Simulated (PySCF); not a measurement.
Si(OSiH3)(NHSiH3)(Me)2 (C2H13NOSi3), SMILES C[Si](C)(N[SiH3])O[SiH3]. Heavy atoms are numbered as in [CH3:1][Si:2]([CH3:3])([NH:4][SiH3:5])[O:6][SiH3:7]. Hydrogens are named by the atom that carries them.

The structure is a stationary point at PBE-D3(BJ)/def2-SVP. The values are those of a single conformer.

Method: PBE/pcSseg-1 in PySCF.

GIAO shieldings, no solvent; atoms alike by connectivity are averaged. δ = σ(ref) − σ: ¹³C against TMS (σ = 182.0 ppm); ²⁹Si against TMS (σ = 335.4 ppm); ¹⁵N against NH3 (σ = 267.0 ppm); ¹⁷O against H2O (σ = 334.3 ppm); ¹H against TMS (σ = 31.49 ppm), references at their B3LYP-D3(BJ)/def2-TZVP geometries, non-relativistic.

```csv
nucleus,atoms,count,δ (ppm)
¹³C,C1 (CH3),2,5.6
²⁹Si,Si2,1,12.4
²⁹Si,Si7 (SiH3),1,-40.9
²⁹Si,Si5 (SiH3),1,-60.6
¹⁵N,N4 (NH),1,29.6
¹⁷O,O6,1,57.1
¹H,H on Si7,3,5.66
¹H,H on Si5,3,5.18
¹H,H on C1,6,0.75
¹H,H on N4,1,0.32
```
